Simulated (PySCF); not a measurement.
**Continuum solvent and chemical shifts**

Molfile (atoms numbered from 1):
```
C8H10AlN
     RDKit          3D

 20 20  0  0  0  0  0  0  0  0999 V2000
    4.2481   -0.8255    0.9326 C   0  0  0  0  0  0  0  0  0  0  0  0
    2.9252   -0.4049    0.5129 C   0  0  0  0  0  0  0  0  0  0  0  0
    1.8142   -0.0595    0.1651 C   0  0  0  0  0  0  0  0  0  0  0  0
    0.5081    0.3417   -0.2369 C   0  0  0  0  0  0  0  0  0  0  0  0
    0.2928    1.4285   -1.1019 C   0  0  0  0  0  0  0  0  0  0  0  0
   -1.0041    1.7718   -1.4592 C   0  0  0  0  0  0  0  0  0  0  0  0
   -2.0637    1.0299   -0.9501 C   0  0  0  0  0  0  0  0  0  0  0  0
   -1.8623   -0.0048   -0.1254 N   0  0  0  0  0  0  0  0  0  0  0  0
   -3.4495   -1.0749    0.6282 Al  0  0  0  0  0  4  0  0  0  0  0  0
   -0.6214   -0.3464    0.2259 C   0  0  0  0  0  0  0  0  0  0  0  0
    4.4248   -1.8812    0.6737 H   0  0  0  0  0  0  0  0  0  0  0  0
    4.3654   -0.7223    2.0227 H   0  0  0  0  0  0  0  0  0  0  0  0
    5.0290   -0.2205    0.4472 H   0  0  0  0  0  0  0  0  0  0  0  0
    1.1483    1.9893   -1.4832 H   0  0  0  0  0  0  0  0  0  0  0  0
   -1.2011    2.6099   -2.1294 H   0  0  0  0  0  0  0  0  0  0  0  0
   -3.1063    1.2490   -1.1940 H   0  0  0  0  0  0  0  0  0  0  0  0
   -3.0691   -2.5552    0.1286 H   0  0  0  0  0  0  0  0  0  0  0  0
   -4.6427   -0.3051   -0.1301 H   0  0  0  0  0  0  0  0  0  0  0  0
   -3.2679   -0.8041    2.2029 H   0  0  0  0  0  0  0  0  0  0  0  0
   -0.5184   -1.2005    0.9005 H   0  0  0  0  0  0  0  0  0  0  0  0
  1  2  1  0
  2  3  3  0
  3  4  1  0
  4  5  1  0
  5  6  2  0
  6  7  1  0
  7  8  2  0
  8  9  1  0
  8 10  1  0
 10  4  2  0
  1 11  1  0
  1 12  1  0
  1 13  1  0
  5 14  1  0
  6 15  1  0
  7 16  1  0
  9 17  1  0
  9 18  1  0
  9 19  1  0
 10 20  1  0
M  CHG  2   8   1   9  -1
M  END
```

GIAO PBE0/pcSseg-1 in PySCF on one PBE0-D3(BJ)/def2-SVP conformer, non-relativistic, equivalent nuclei averaged. Solvents enter as an IEF-PCM continuum (dichloromethane with ε = 8.9, water with ε = 78.4) around the gas-phase geometry. Shifts are referred to TMS, AlH4- computed in the same medium.

Gas phase, δ in ppm: C10 159.0, C7 152.5, C5 148.9, C6 129.2, C4 127.5, C2 104.2, C3 80.5, C1 5.7, Al9 74.8, H16 8.94, H20 8.81, H14 7.92, H15 7.43, H17/H18/H19 4.44. Dipole moment 8.05 D.

(1) How does each δ change in the continuum?

(2) Which of the listed nuclei move most (in ppm), and what does the model miss? (N and O are left out, as their reference compounds move with the solvent too.)

Answers

(1) 
```json
{"atoms": "C10", "environment": "aromatic CH next to a ring nitrogen", "Δδ, dichloromethane": "-0.3", "Δδ, water": "-0.3"}
{"atoms": "C7", "environment": "aromatic CH next to a ring nitrogen", "Δδ, dichloromethane": "+1.3", "Δδ, water": "+1.6"}
{"atoms": "C5", "environment": "aromatic CH", "Δδ, dichloromethane": "+3.9", "Δδ, water": "+4.6"}
{"atoms": "C6", "environment": "aromatic CH", "Δδ, dichloromethane": "+3.2", "Δδ, water": "+3.8"}
{"atoms": "C4", "environment": "substituted aromatic carbon", "Δδ, dichloromethane": "+1.3", "Δδ, water": "+1.5"}
{"atoms": "C2", "environment": "alkyne carbon", "Δδ, dichloromethane": "+3.1", "Δδ, water": "+3.5"}
{"atoms": "C3", "environment": "alkyne carbon", "Δδ, dichloromethane": "-0.1", "Δδ, water": "-0.1"}
{"atoms": "C1", "environment": "propargylic methyl carbon", "Δδ, dichloromethane": "+0.2", "Δδ, water": "+0.3"}
{"atoms": "Al9", "environment": "aluminium bonded to N, 3 H", "Δδ, dichloromethane": "-17.3", "Δδ, water": "-19.4"}
{"atoms": "H16", "environment": "hydrogen on an aromatic CH next to a ring nitrogen", "Δδ, dichloromethane": "-0.11", "Δδ, water": "-0.11"}
{"atoms": "H20", "environment": "hydrogen on an aromatic CH next to a ring nitrogen", "Δδ, dichloromethane": "-0.04", "Δδ, water": "-0.05"}
{"atoms": "H14", "environment": "hydrogen on an aromatic CH", "Δδ, dichloromethane": "+0.40", "Δδ, water": "+0.47"}
{"atoms": "H15", "environment": "hydrogen on an aromatic CH", "Δδ, dichloromethane": "+0.44", "Δδ, water": "+0.52"}
{"atoms": "H17/H18/H19", "environment": "hydrogen on an aluminium bonded to N", "Δδ, dichloromethane": "-0.40", "Δδ, water": "-0.45"}
```

Changes are relative to the gas phase. The dipole moment becomes 9.39 D in dichloromethane, 9.60 D in water.

(2) Al9 (aluminium bonded to N, 3 H, -19.4 ppm) in water. A continuum only polarises the solute; specific hydrogen bonds, the anisotropy of aromatic solvents and changes of geometry or conformer are outside it.
